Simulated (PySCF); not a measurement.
Vertical excitation energies

C5H5ClS.
SMILES: `CC#CC(=S)CCl`

Level of theory: TDDFT PBE0/def2-SVPD, vertical, gas phase, core orbitals frozen in the response in PySCF. Isolated species at its GFN2-xTB geometry (one conformer only). Torsions of this conformer, `[CH3:1][C:2]#[C:3][C:4](=[S:5])[CH2:6][Cl:7]`: C3–C4–C6–Cl7 38°.

```csv
state,E (eV),λ (nm),ν̃ (cm⁻¹),f,"main configurations (H = HOMO, L = LUMO)"
S1,2.12,583.5,17140,0.0002,H→L (100%)
S2,3.67,337.7,29610,0.0001,H-2→L (97%)
S3,4.31,287.6,34770,0.243,H-1→L (88%)
S4,4.74,261.8,38200,0.014,H-3→L (96%)
S5,4.85,255.8,39090,0.021,H-4→L (96%)
S6,5.90,210.1,47590,0.033,H→L+1 (84%)
```

Triplets, Tamm–Dancoff:

| state | E (eV) | λ (nm) | main configurations (H = HOMO, L = LUMO) |
| --- | --- | --- | --- |
| T1 | 1.66 | 747.1 | H→L (99%) |
| T2 | 2.37 | 523.7 | H-1→L (96%) |

The lowest singlet lies at 2.12 eV (584 nm, visible) and is dark (f under 0.0005); its leading configuration is HOMO→LUMO (100%). The most intense listed level is S3 at 4.31 eV (288 nm, f = 0.243), 2.19 eV above S1. Löwdin shares by element: HOMO sulfur 74%, carbon 16% or more; LUMO carbon 50% or more, sulfur 37%. Weighted by f, the mean energy of these states is 4.53 eV. The listed states span 3.78 eV, and the widest gap between neighbours is 1.55 eV (S1 to S2). Of the 6 states listed, 4 reach f = 0.01 and 2 stay under 0.0005. S1 lies in the visible range (380 to 750 nm), at 584 nm, dark in the vertical dipole picture (f under 0.0005); light of that wavelength is yellow, and its complementary colour is blue; a Tamm–Dancoff triplet lies at 747 nm, without intensity as long as spin–orbit coupling is left out. Only the lowest 6 singlets were computed, as vertical energies without vibronic structure.
